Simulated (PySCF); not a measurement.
C2H6O2. Atoms are numbered in the order given.

```xyz
10

O      1.3353    -0.5231    -0.0194
C      0.6145     0.6581    -0.2879
C     -0.8342     0.2474    -0.4290
O     -1.2816    -0.3992     0.7251
H      2.2080    -0.2917     0.3097
H      0.7028     1.3804     0.5463
H      0.9638     1.1578    -1.2131
H     -1.4615     1.1381    -0.5934
H     -0.9329    -0.3957    -1.3284
H     -0.5920    -1.0431     0.9347
```

Coordinates come from a PBE0-D3(BJ)/def2-SVP optimisation. The values are those of a single conformer.

Method: PBE0/pcSseg-1 (PySCF).

GIAO shieldings, no solvent; atoms listed in one row are averaged. δ = σ(ref) − σ: ¹⁷O against H2O (σ = 334.2 ppm); ¹³C against TMS (σ = 186.3 ppm); ¹H against TMS (σ = 31.56 ppm), references at their B3LYP-D3(BJ)/def2-TZVP geometries, non-relativistic.

Q: Estimate the chemical shifts. (An estimate is asked for; the answer gives what the named calculation found.)

A: 
```csv
nucleus,atoms,count,δ (ppm)
¹⁷O,O4,1,20.1
¹⁷O,O1,1,17.0
¹³C,C2,1,68.3
¹³C,C3,1,65.3
¹H,H9,1,4.20
¹H,H6,1,4.01
¹H,H7,1,3.92
¹H,H8,1,3.66
¹H,H10,1,2.09
¹H,H5,1,0.60
```
